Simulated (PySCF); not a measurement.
## Choosing a basis for TDDFT

Bromine monofluoride, BrF.
SMILES: `FBr`

TDDFT with PBE0 (PySCF), vertical singlets, core orbitals frozen in the response, spherical d and f functions. Isolated species at its PBE0-D3(BJ)/def2-SVP geometry, gas phase. Relativistic effects, spin–orbit coupling among them, are left out although an element past zinc is present.

How do the low singlets change with the basis? Take 6-31G*, def2-SVP, aug-cc-pVDZ, def2-SVPD, def2-TZVP, def2-TZVPD and aug-cc-pVTZ.

```tsv
basis	functions	diffuse	S1 (eV)	S2 (eV)	S3 (eV)	S4 (eV)	S5 (eV)	LUMO (eV)	α (au)
6-31G*	46	no	3.45	3.45	7.03	7.03	11.19	-3.20	14.9
def2-SVP	46	no	3.49	3.49	7.14	7.14	11.33	-3.22	14.7
aug-cc-pVDZ	59	yes	3.36	3.36	7.20	7.20	8.65	-3.65	22.5
def2-SVPD	64	yes	3.35	3.35	7.22	7.22	8.49	-3.72	24.0
def2-TZVP	79	no	3.40	3.40	7.24	7.24	10.73	-3.50	18.7
def2-TZVPD	97	yes	3.38	3.38	7.25	7.25	8.37	-3.60	24.4
aug-cc-pVTZ	105	yes	3.38	3.38	7.26	7.26	8.17	-3.59	24.1
```

States are compared by their number. Against the largest diffuse basis here (aug-cc-pVTZ, itself not a converged limit), sets without diffuse functions differ by up to 0.11 eV in S1 and 3.15 eV in S5; the smaller diffuse sets differ by up to 0.03 and 0.48 eV. State by state, the largest deviation of a set without diffuse functions is S1 0.11, S2 0.11, S3 0.24, S4 0.24, S5 3.15 eV. The same number needn't mean the same state in each row. Against aug-cc-pVTZ the polarisability deviates by -38% in 6-31G*, -39% in def2-SVP, -6% in aug-cc-pVDZ, 0% in def2-SVPD, -22% in def2-TZVP, +1% in def2-TZVPD.
